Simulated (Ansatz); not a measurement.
This geometry of FGaH4 + H2O (9 atoms, charge 0, multiplicity 1) is a first-order saddle point.

These are results of Ansatz, UHF/def2-SVP, not measurements.

```xyz
9
Properties=species:S:1:pos:R:3
Ga -0.645 -1.183 0.456
H -1.124 0.480 0.125
H -1.160 -2.035 -0.763
H -0.921 -1.452 1.977
H 1.279 0.673 -0.183
F 1.161 -0.791 0.193
H -0.244 1.075 -0.135
O 0.786 1.515 -0.372
H 0.868 1.720 -1.297
```

Question: Which two structures does it join? (They come from a converged band through this point; their orientation in space is the band's.)

Answer: Bonds broken: Ga1–H2, H5–F6, H7–O8. Bonds formed: Ga1–O8, H2–H7, H5–O8. FGaH4 + H2O becomes FGaH4O + H2.

Image 0:

```xyz
9
Properties=species:S:1:pos:R:3
Ga -0.955 -1.282 0.586
H -1.516 0.210 0.521
H -1.025 -2.131 -0.744
H -0.830 -1.980 1.992
H 1.176 0.254 -0.016
F 1.132 -0.598 0.373
H 0.057 1.999 -0.443
O 0.927 1.694 -0.669
H 1.035 1.835 -1.599
```

Image 6:

```xyz
9
Properties=species:S:1:pos:R:3
Ga 0.085 -1.359 0.333
H -2.395 2.092 -0.093
H -0.709 -1.759 -0.963
H -0.499 -1.070 1.756
H 1.868 0.326 -0.285
F 1.784 -1.892 0.334
H -1.795 2.225 0.332
O 0.937 0.528 -0.286
H 0.722 0.909 -1.127
```

Question: How far does it lie above each of them?

Answer: 0.76 eV above the first and 1.44 eV above the second. This is the barrier of this one path; another mechanism may lie lower. The orbitals were unrestricted but ended closed-shell.

The run took 76 s on 2 threads of Intel(R) Xeon(R) 6975P-C (Granite Rapids), on a shared host, peak memory 0.26 GiB.
